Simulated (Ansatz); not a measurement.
Relaxation of Cl$_{2}$H$_{4}$Sn (7 atoms, charge 0, multiplicity 1), to a largest force component of 0.03 eV/Å in at most 50 steps.

Level of theory: RHF/def2-SVP (Ansatz).

```xyz
7
Properties=species:S:1:pos:R:3:forces:R:3
Sn 0.259 0.497 -0.410 0.35 0.57 -0.13
H -0.141 -0.150 2.446 -0.72 -1.28 -0.10
H 1.517 0.033 -1.446 -0.02 0.01 0.02
Cl -1.344 1.656 -1.672 0.01 -0.01 0.00
H -0.554 -0.734 0.392 -0.03 -0.04 0.04
Cl 1.198 2.129 1.060 -0.14 -0.26 -0.54
H 0.177 0.430 2.706 0.56 1.01 0.71
```

Task: Where does it end, and by what steps?

Result: It converged. The force dipped under the threshold on the way, but the program's further checks kept it going. After 19 steps the energy has fallen by 0.308 eV; H2 moved furthest, 1.61 Å.

```csv
step,energy less start (eV),largest force component (eV/Å),accepted
0,0.0000,1.281,yes
1,-0.1580,0.261,yes
2,-0.2323,0.125,yes
3,-0.2725,0.137,yes
4,-0.2926,0.045,yes
5,-0.2999,0.092,yes
6,-0.3036,0.011,yes
7,-0.2973,0.565,no
8,-0.3053,0.013,yes
9,-0.3060,0.074,yes
10,-0.3010,0.325,no
11,-0.3066,0.065,yes
12,-0.3068,0.054,yes
13,-0.3072,0.060,yes
14,-0.3074,0.047,yes
15,-0.3076,0.034,yes
16,-0.3077,0.040,yes
17,-0.3078,0.038,yes
18,-0.3079,0.025,yes
19,-0.3079,0.024,yes
```

```xyz
7
Properties=species:S:1:pos:R:3
Sn 0.285 0.566 -0.948
H -0.139 -0.219 4.057
H 1.603 0.245 -1.959
Cl -1.258 1.851 -2.156
H -0.542 -0.751 -0.283
Cl 1.049 1.907 0.820
H 0.114 0.263 3.544
```

Whether the end is a true minimum wasn't checked by a vibrational analysis.

The run took 35 s on 1 thread of Intel(R) Xeon(R) Platinum 8375C CPU @ 2.90GHz (Ice Lake), on a shared host, peak memory 0.18 GiB.
